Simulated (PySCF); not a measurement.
**Basis and Hamiltonian dependence of the excitation energy of Cl**

Cl [Ne] 3s2 3p5 (2P) → Cl [Ne] 3s1 3p6 (2S). All values are computed (PySCF 2.14, energy differences of UHF-based or UKS calculations, no spin-orbit coupling). Values in eV.

```json
{"basis": "ANO-RCC-VTZP", "Hamiltonian": "spin-free X2C", "functions": "34", "UHF": "15.581", "r2SCAN": "12.929", "PBE0": "13.041", "MP2 (valence)": "13.152", "CCSD(T) (valence)": "11.100", "CCSD(T) (valence and next inner shell)": "11.110"}
{"basis": "aug-cc-pwCVDZ", "Hamiltonian": "non-relativistic", "functions": "36", "UHF": "15.357", "r2SCAN": "12.707", "PBE0": "12.826", "MP2 (valence)": "12.896", "CCSD(T) (valence)": "10.824", "CCSD(T) (valence and next inner shell)": "10.852"}
{"basis": "dyall-av2z", "Hamiltonian": "non-relativistic", "functions": "50", "UHF": "15.351", "r2SCAN": "12.712", "PBE0": "12.824", "MP2 (valence)": "13.023", "CCSD(T) (valence)": "11.216", "CCSD(T) (valence and next inner shell)": "n/a"}
{"basis": "aug-cc-pVTZ-DK", "Hamiltonian": "spin-free X2C", "functions": "50", "UHF": "15.580", "r2SCAN": "12.932", "PBE0": "13.039", "MP2 (valence)": "13.179", "CCSD(T) (valence)": "n/a", "CCSD(T) (valence and next inner shell)": "n/a"}
{"basis": "x2c-QZVPPall", "Hamiltonian": "spin-free X2C", "functions": "70", "UHF": "15.581", "r2SCAN": "12.941", "PBE0": "13.037", "MP2 (valence)": "13.118", "CCSD(T) (valence)": "11.006", "CCSD(T) (valence and next inner shell)": "11.058"}
{"basis": "aug-cc-pV(T+d)Z with one added diffuse shell each of s, p, d, f type", "Hamiltonian": "non-relativistic", "functions": "71", "UHF": "15.414", "r2SCAN": "12.762", "PBE0": "12.868", "MP2 (valence)": "12.972", "CCSD(T) (valence)": "10.500", "CCSD(T) (valence and next inner shell)": "n/a"}
{"basis": "aug-cc-pVQZ-DK", "Hamiltonian": "spin-free X2C", "functions": "84", "UHF": "15.581", "r2SCAN": "12.919", "PBE0": "13.038", "MP2 (valence)": "13.126", "CCSD(T) (valence)": "10.797", "CCSD(T) (valence and next inner shell)": "n/a"}
{"basis": "dyall-av3z", "Hamiltonian": "spin-free X2C", "functions": "84", "UHF": "15.576", "r2SCAN": "12.913", "PBE0": "13.030", "MP2 (valence)": "13.186", "CCSD(T) (valence)": "10.937", "CCSD(T) (valence and next inner shell)": "n/a"}
{"basis": "x2c-QZVPPall with one added diffuse shell each of s, p, d, f type", "Hamiltonian": "spin-free X2C", "functions": "86", "UHF": "15.582", "r2SCAN": "12.943", "PBE0": "13.038", "MP2 (valence)": "13.110", "CCSD(T) (valence)": "10.675", "CCSD(T) (valence and next inner shell)": "10.735"}
{"basis": "aug-cc-pCVTZ-DK with one added diffuse shell each of s, p, d, f type", "Hamiltonian": "spin-free X2C", "functions": "91", "UHF": "15.583", "r2SCAN": "12.929", "PBE0": "13.036", "MP2 (valence)": "13.141", "CCSD(T) (valence)": "n/a", "CCSD(T) (valence and next inner shell)": "n/a"}
{"basis": "dyall-acv3z", "Hamiltonian": "spin-free X2C", "functions": "113", "UHF": "15.582", "r2SCAN": "12.917", "PBE0": "13.034", "MP2 (valence)": "13.139", "CCSD(T) (valence)": "10.669", "CCSD(T) (valence and next inner shell)": "n/a"}
{"basis": "dyall-acv3z", "Hamiltonian": "non-relativistic", "functions": "113", "UHF": "15.412", "r2SCAN": "12.746", "PBE0": "12.860", "MP2 (valence)": "12.977", "CCSD(T) (valence)": "10.572", "CCSD(T) (valence and next inner shell)": "n/a"}
{"basis": "aug-cc-pCVQZ-DK", "Hamiltonian": "spin-free X2C", "functions": "134", "UHF": "15.582", "r2SCAN": "12.917", "PBE0": "13.035", "MP2 (valence)": "13.102", "CCSD(T) (valence)": "n/a", "CCSD(T) (valence and next inner shell)": "n/a"}
{"basis": "aug-cc-pV(5+d)Z", "Hamiltonian": "non-relativistic", "functions": "136", "UHF": "15.413", "r2SCAN": "12.745", "PBE0": "12.862", "MP2 (valence)": "12.931", "CCSD(T) (valence)": "n/a", "CCSD(T) (valence and next inner shell)": "n/a"}
```

Frozen in the all-electron rows: valence: [Ne]; valence and next inner shell: 1s2.

Reference for a calculation without spin-orbit coupling: 10.586 eV (measured, between term centres; NIST).
